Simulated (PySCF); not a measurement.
Correlation energy of Pm⁵¹⁺ (promethium, charge +51)

[Ne], closed-shell 1S. All numbers are calculated (PySCF 2.14, scalar relativity by spin-free X2C-1e, in an even-tempered Gaussian basis (19 s from 28 bohr⁻², ratio 2.2; 13 p from 36 bohr⁻², ratio 2.2; 5 d from 150 bohr⁻², ratio 2.4; 5 f from 220 bohr⁻², ratio 2.4; 4 g from 330 bohr⁻², ratio 2.4)). Frozen: nothing; 10 electrons correlated; the 13 highest virtual orbitals of each spin left out.

MP2 pair energies summed by pair of shells (mhartree):

```csv
pair,energy,share (%)
2p-2p,-234.88,53.6
2s-2p,-79.81,18.2
1s-1s,-49.18,11.2
1s-2p,-47.97,10.9
2s-2s,-13.34,3.0
1s-2s,-12.93,3.0
```

Total MP2 correlation energy: -438.11 mhartree.

At this charge the one-electron X2C treatment keeps the bare 1/r₁₂, with no two-electron picture change or Breit term. That inflates the 1s pair energies well beyond their four-component values; and a scalar Hamiltonian misses the large spin-orbit splitting of the p shells, which matters for ns² → np² pairs.
